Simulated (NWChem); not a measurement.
**Tetragonal strain in Si (diamond structure): splitting of valleys and valence bands**

The numbers come from NWChem runs, not from measurements. Level: LDA (Vosko), HGH pseudopotentials (valence charges Si 4), cutoff 15 Ha, shifted 4×4×4 mesh, two-atom cell, no spin-orbit coupling. The cubic cell (a = 5.383 Å, near this level's equilibrium) is stretched by 1 + δ along x and y and by (1 + δ)^−2 along z, at constant volume; symmetry keeps the atoms on their sites. The table gives the lowest empty level on the line to X along z less that along x, and the single valence level at Γ less the pair from which it splits.

| δ | ε_zz − ε_xx | valley splitting (eV) | valence splitting (eV) |
|---|---|---|---|
| -0.020 | 0.0612 | ? | ? |
| -0.010 | 0.0303 | 0.271 | -0.223 |
| -0.005 | 0.0151 | 0.135 | -0.109 |
| 0.005 | -0.0149 | -0.136 | 0.105 |
| 0.010 | -0.0297 | -0.271 | 0.205 |

**Question.** The valley splitting goes as Ξᵤ(ε_zz − ε_xx) and, without spin-orbit coupling, the valence splitting as 3b(ε_zz − ε_xx). Fit both through zero and predict the withheld row.

**Answer.** Ξᵤ ≈ 9.0 eV and 3b ≈ -7.1 eV, so b ≈ -2.4 eV; the rows leave the lines by up to 0.007 eV. Predicted against computed: valley 0.554 against 0.540 eV, valence -0.437 against -0.466 eV.
